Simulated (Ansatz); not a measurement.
Relaxation of C3H5ClSi (10 atoms, charge 0, multiplicity 1), to a largest force component of 0.02 eV/Å in at most 50 steps.

Method: RKS PBE-D4/def2-SVP in Ansatz.

```xyz
10
Properties=species:S:1:pos:R:3
C -0.651 1.960 -0.501
C -0.356 0.750 -0.555
C -0.042 -0.498 -0.629
Si 0.658 -1.345 0.879
Cl -0.157 -1.216 -2.202
H -0.195 2.753 -1.135
H -0.990 0.937 0.312
H 0.748 -2.803 0.645
H -0.349 -1.142 2.063
H 1.921 -0.846 1.319
```

Problem. Where does it end, and by what steps?

Solution. The run converged. After 19 steps the energy has fallen by 4.339 eV; H7 moved furthest, 1.60 Å. Parted: C2–H7 (1.09 → 2.11 Å).

```tsv
step	energy less start (eV)	largest force component (eV/Å)	accepted
0	0.0000	4.054	yes
1	-0.9805	1.707	yes
2	-1.4477	1.862	yes
3	-1.8891	2.440	yes
4	-2.6061	2.654	yes
5	-3.3502	1.711	yes
6	-3.8072	2.096	yes
7	-4.1163	0.375	yes
8	-4.2115	0.366	yes
9	-4.2367	0.241	yes
10	-4.2493	0.389	yes
11	-4.2686	0.236	yes
12	-4.2839	0.112	yes
13	-4.2894	0.485	yes
14	-4.2988	0.366	yes
15	-4.3255	0.120	yes
16	-4.3296	0.192	yes
17	-4.3336	0.231	yes
18	-4.3386	0.020	yes
19	-4.3388	0.005	yes
```

```xyz
10
Properties=species:S:1:pos:R:3
C -0.933 1.846 -0.444
C -0.362 0.664 -0.555
C 0.215 -0.520 -0.608
Si 0.762 -1.517 0.899
Cl 0.547 -1.306 -2.163
H -0.335 2.774 -0.428
H -2.030 1.951 -0.369
H 0.065 -2.848 0.891
H 0.412 -0.752 2.144
H 2.246 -1.742 0.828
```

Whether the end is a true minimum wasn't checked by a vibrational analysis.

The run took 27 s on 2 threads of Intel(R) Xeon(R) Platinum 8488C (Sapphire Rapids) (shared host), peak memory 0.16 GiB.
